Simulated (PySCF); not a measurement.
How methods differ on the ionisation energy of Ag¹⁵⁺

Ag¹⁵⁺ [Ar] 3d10 4s2 4p2 [4p1/2^2, M_J = 0] → Ag¹⁶⁺ [Ar] 3d10 4s2 4p1 [4p1/2^1, M_J = 1/2], as a difference of total energies. All numbers are calculated (PySCF 2.14, the two-component X2C-1e Hamiltonian, in an uncontracted even-tempered set (18 s from 0.75 bohr⁻², ratio 2.8; 14 p from 0.97 bohr⁻², ratio 2.8; 9 d from 1.7 bohr⁻², ratio 2.8; 4 f from 5.6 bohr⁻², ratio 3)). Correlated levels: [Ne] frozen; the 88 highest virtual spinors dropped. "Screened" scales the spin-orbit matrix elements by Boettger's factors to mimic the two-electron term; Breit and QED terms are absent.

```json
{"method": "GHF (screened spin-orbit)", "ionisation energy (eV)": "378.51"}
{"method": "GMP2 (screened spin-orbit)", "ionisation energy (eV)": "380.06"}
```

Problem. How much does correlation contribute at GMP2 (screened spin-orbit)?

Solution. 380.06 − (378.51) = 1.55 eV, measured against GHF (screened spin-orbit).

Breit and QED terms and the two-electron picture change are absent.

The labels give the starting determinants; with spin-orbit coupling the two ends relaxed to ⟨J²⟩ = 0.00, ⟨L²⟩ = 1.34, ⟨S²⟩ = 1.34 and ⟨J²⟩ = 0.75, ⟨L²⟩ = 2.02, ⟨S²⟩ = 0.76.

For comparison: 381 ± 3 eV (theoretical estimate listed by NIST; NIST Atomic Spectra Database, ionization energies).
